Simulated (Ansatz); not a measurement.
Species: sum formula H$_{9}$Si$_{4}$O (charge -1, singlet). It need not be the lowest isomer of its formula. Whether it binds its extra electron was not tested at this geometry. 
Coordinates optimised at B3LYP-D3(BJ)/def2-TZVP (Ansatz, an electronic-structure program):
```
Si
O 1 1.5623
Si 1 2.3845 2 116.80
H 3 1.4957 1 113.41 2 -59.80
H 3 1.4957 4 104.96 1 -124.33
H 3 1.4973 4 105.01 5 -110.44
Si 1 2.3845 2 116.80 3 -120.00
H 7 1.4957 1 113.41 2 -59.80
H 7 1.4957 8 104.96 1 -124.33
H 7 1.4973 8 105.01 9 -110.44
Si 1 2.3845 2 116.80 7 -120.00
H 11 1.4957 1 113.41 2 59.80
H 11 1.4957 12 104.96 1 124.33
H 11 1.4973 12 105.01 13 110.44
```
Charge -1, spin multiplicity 1.

Total electronic energies in hartree. Valence correlation only, unless marked. No spin-orbit coupling. No relativistic terms. CBS marks a two-point X^-3 extrapolation of the correlation energy; Hartree-Fock from the larger set. The bracket is a focal-point correction in the basis named.

```json
[
 {"level": "RI-HF/aug-cc-pV(Q+d)Z", "program": "Ansatz", "energy (Eh)": "-1235.99007"},
 {"level": "revPBE-D3(BJ)/def2-TZVPD", "program": "Ansatz + dftd3", "energy (Eh)": "-1238.52359"},
 {"level": "CAM-B3LYP-D3(BJ)/def2-TZVPD", "program": "Ansatz + dftd3", "energy (Eh)": "___"},
 {"level": "LC-wPBE/def2-TZVPD", "program": "Ansatz", "energy (Eh)": "-1238.34523"},
 {"level": "MP2/6-31G*", "program": "Ansatz", "energy (Eh)": "-1236.30932"},
 {"level": "MP2/cc-pV(D+d)Z", "program": "Ansatz", "energy (Eh)": "-1236.49627"},
 {"level": "CCSD/cc-pVTZ", "program": "Ansatz", "energy (Eh)": "-1236.79630"},
 {"level": "CCSD(T)/cc-pV(D+d)Z", "program": "Ansatz", "energy (Eh)": "-1236.60033"},
 {"level": "RI-MP2/CBS(aug-cc-pV(T+d)Z,aug-cc-pV(Q+d)Z)+[CCSD(T)-MP2]/aug-cc-pV(T+d)Z", "program": "Ansatz", "energy (Eh)": "-1236.9691"}
]
```

Complete the blanks.


- CAM-B3LYP-D3(BJ)/def2-TZVPD, energy (Eh): -1238.76071
